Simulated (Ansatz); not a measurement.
Frontier orbitals of `Cl[SiH2][SiH](Cl)Cl`.

Z-matrix (Å, degrees):
```
Si
Si 1 2.338
Cl 1 2.056 2 108.2
H 1 1.482 2 110.0 3 -119.0
H 1 1.484 2 110.6 3 118.9
Cl 2 2.052 1 107.6 3 -178.5
Cl 2 2.047 1 109.1 3 62.5
H 2 1.480 1 114.7 3 -58.5
```

The species carries charge 0 and has multiplicity 1. All single points use the PBE0-D4/def2-TZVP geometry. It is one conformer, not always the lowest. Basis def2-TZVPP, Ansatz 0.2.0.

```tsv
functional	HOMO (eV)	LUMO (eV)	gap (eV)
PBE	-7.03	-1.93	5.10
revPBE	-6.99	-1.81	5.18
B97M-V	-7.43	-1.75	5.68
PBE0	-8.24	-1.08	7.16
r2SCAN0	-8.43	-0.94	7.49
ωB97X-V	-10.51	1.01	11.52
ωB97M-V	-10.27	0.77	11.04
```

Against PBE, PBE0 changes HOMO and LUMO by −1.21 and +0.84 eV, ωB97M-V by −3.24 and +2.69 eV. A gap of 5.10 eV thus becomes 11.03 eV for the same molecule, so an orbital gap means little without its functional. A positive LUMO is unbound and depends on the basis.
